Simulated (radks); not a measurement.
Values are calculated unless marked as measured or tabulated.
Coulomb parameter of the 4f shell of neutral europium in the model configuration [Xe] 4f6 6s2 6p1, as a second difference U = [E(n + 0.5) + E(n - 0.5) - 2 E(n)] / (0.5)^2 with all orbitals relaxed. "Bare": the charge of the atom changes with n. "Screened": the 6p shell takes up the change at fixed total charge, which measures U(4f,4f) + U(6p,6p) - 2 U(4f,6p). Level of theory: scalar-relativistic Kohn-Sham, LDA (Slater exchange, Perdew-Wang correlation), spin-unpolarised, spherical densities, finite nucleus; Fermi nuclear charge, rms radius 5.1115 fm (a radial shooting solver on a logarithmic mesh with Libxc functionals).

case                  configuration  E - E(n) (eV)
start              [Xe] 4f6 6s2 6p1          0.000
bare +0.5        [Xe] 4f6.5 6s2 6p1         -4.202
bare -0.5        [Xe] 4f5.5 6s2 6p1          7.811
screened +0.5  [Xe] 4f6.5 6s2 6p0.5         -3.730
screened -0.5  [Xe] 4f5.5 6s2 6p1.5          5.933

U(bare) = 14.435 eV, U(screened by 6p) = 8.810 eV, against the Slater integral F0(4f,4f) = 28.679 eV with frozen orbitals. The step up makes a negative ion, whose loosely bound charge lowers the bare value.
